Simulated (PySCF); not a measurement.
C₂H₅FSi₂, SMILES C#C[Si@@H](F)[SiH3].

Geometry: ωB97X-D3(BJ)/def2-SVP. The structure was generated by enumeration; whether it is a known compound was not checked.

Level of theory: SMD-M06-2X/def2-SVP run with PySCF.

Solvation free energies are E(SMD) − E(gas) at the gas-phase geometry, for 1 M in both phases. In vacuum the dipole moment is 1.77 D.

| solvent | ΔG(solv) (kcal/mol) | its non-electrostatic (CDS) part | dipole (D) |
|---|---|---|---|
| water | 1.7 | 6.1 | 2.22 |
| dimethylsulfoxide | -0.6 | 3.7 | 2.21 |
| tetrahydrofuran | -1.7 | 1.9 | 2.14 |
